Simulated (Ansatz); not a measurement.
(1) Predict a relaxed structure of the cluster Li2Cl2 (the lowest singlet isomer of a short search), charge 0, singlet, at r2SCAN-D4/def2-TZVP (Ansatz).

Results:

(1) 
| atom | x (Å) | y (Å) | z (Å) |
| --- | --- | --- | --- |
| Li1 | -0.7228 | -0.3887 | 1.0054 |
| Li2 | 0.7227 | 0.3887 | -1.0054 |
| Cl3 | -1.4300 | -0.0582 | -1.0504 |
| Cl4 | 1.4300 | 0.0581 | 1.0504 |
Point group D2h (tolerance 0.1 Å). This is one stationary point.

The structure comes from a short search, and lower isomers may exist.
